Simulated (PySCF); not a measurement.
A PySCF run on ZnC

State: ³Π (triplet), unpaired electrons σ ↑, π ↑, a second solution, started from another occupation.

An equivalent input (the run itself took its basis sets from the Basis Set Exchange, started from a PBE0 density and held the occupation σ 10α 9β, πx 3α 3β, πy 4α 3β, δx 1α 1β, δy 1α 1β):

```python
from pyscf import gto, dft
mol = gto.M(atom='Zn 0 0 0; C 0 0 1.989', basis={'Zn': 'def2-SVP', 'C': 'def2-SVP'},
            charge=0, spin=2, verbose=4, symmetry='C2v')
mf = dft.UKS(mol, xc='PBE0')
mf.grids.atom_grid = (80, 434)
mf.grids.prune = dft.gen_grid.treutler_prune
mf.irrep_nelec = {'A1': (11, 10), 'A2': (1, 1), 'B1': (3, 3), 'B2': (4, 3)}
mf.conv_tol = 1e-9
mf.max_cycle = 60
mf.diis_space = 10
mf.kernel()
```

The log (some set-up lines and the per-cycle HOMO/LUMO lines removed):

```
******** <class 'pyscf.dft.uks_symm.SymAdaptedUKS'> ********
method = SymAdaptedUKS
damping factor = 0
level_shift factor = 0
DIIS = <class 'pyscf.scf.diis.CDIIS'>
diis_start_cycle = 1
diis_space = 10
diis_damp = 0
SCF conv_tol = 1e-09
SCF conv_tol_grad = None
SCF max_cycles = 60
number electrons alpha = 19  beta = 17
Set gradient conv threshold to 3.16228e-05
init E= -1816.65474907631
cycle= 1 E= -1816.64485067437  delta_E= 0.0099  |g|= 0.012  |ddm|= 0.0573
cycle= 2 E= -1816.64485832174  delta_E= -7.65e-06  |g|= 0.0147  |ddm|= 0.0338
cycle= 3 E= -1816.64492190296  delta_E= -6.36e-05  |g|= 0.00263  |ddm|= 0.014
cycle= 4 E= -1816.64492565657  delta_E= -3.75e-06  |g|= 0.000643  |ddm|= 0.00382
cycle= 5 E= -1816.64492702755  delta_E= -1.37e-06  |g|= 0.000227  |ddm|= 0.00424
cycle= 6 E= -1816.64492712136  delta_E= -9.38e-08  |g|= 0.000125  |ddm|= 0.0014
cycle= 7 E= -1816.64492713402  delta_E= -1.27e-08  |g|= 2.77e-05  |ddm|= 0.000313
cycle= 8 E= -1816.64492713464  delta_E= -6.16e-10  |g|= 2.11e-06  |ddm|= 4.8e-05
Extra cycle  E= -1816.64492713464  delta_E= -9.09e-13  |g|= 1.09e-06  |ddm|= 4.03e-06
converged SCF energy = -1816.64492713464  <S^2> = 2.0086066  2S+1 = 3.0057322
```

Repeating this along the bond gives Re = 2.240 Å and ωe = 263 cm⁻¹.

A point of this curve took 0.56 CPU seconds beside 0.078 for the integrals, on Arm Neoverse V2 (shared host).
